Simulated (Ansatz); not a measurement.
Changing the shape of ZnF2, singlet

Program: Ansatz, Gaussian basis, development build. Basis def2-SVP, nonrelativistic, 11 orbitals frozen in the corrections; active space CAS(4,4). Restricted Hartree–Fock, then the lowest state-specific CASSCF solution met for each case. A minimal or small basis: far from the basis limit. On stretched bonds single-reference methods can fail or change state. Solutions in different active orbitals can move differences by tenths of an eV and at times more than 1 eV.

Case A:

```xyz
3

F     0.0000    0.0000    1.7420
Zn    0.0000    0.0000    0.0000
F     0.0000    0.0000   -1.7420
```

Case B. A bond is stretched, to 1.46 times the sum of the covalent radii.

| atom | x (Å) | y (Å) | z (Å) |
| --- | --- | --- | --- |
| F | 0.0000 | 0.0000 | 2.6130 |
| Zn | 0.0000 | 0.0000 | 0.0000 |
| F | 0.0000 | 0.0000 | -1.7420 |

Case C:

| atom | x (Å) | y (Å) | z (Å) |
| --- | --- | --- | --- |
| F | 0.0000 | 0.0000 | 1.8814 |
| Zn | 0.0000 | 0.0000 | 0.0000 |
| F | 0.0000 | 0.0000 | -1.8814 |

Case D. A bond is stretched, to 1.95 times the sum of the covalent radii.

```xyz
3

F     0.0000    0.0000    3.4840
Zn    0.0000    0.0000    0.0000
F     0.0000    0.0000   -1.7420
```

Energy less that of case A, in eV:

```tsv
case	RHF/ROHF	CASSCF
B	+3.214	+2.822
C	+0.418	+0.350
D	+5.978	+4.242
```

**Question.** What does SC-NEVPT2 give for these differences?

**Answer.** B: +2.856 eV; C: +0.376 eV; D: +4.586 eV.

**Question.** Which case is lowest, and do the methods agree?

**Answer.** A is lowest in SC-NEVPT2. Of the methods shown, RHF/ROHF, CASSCF agree.
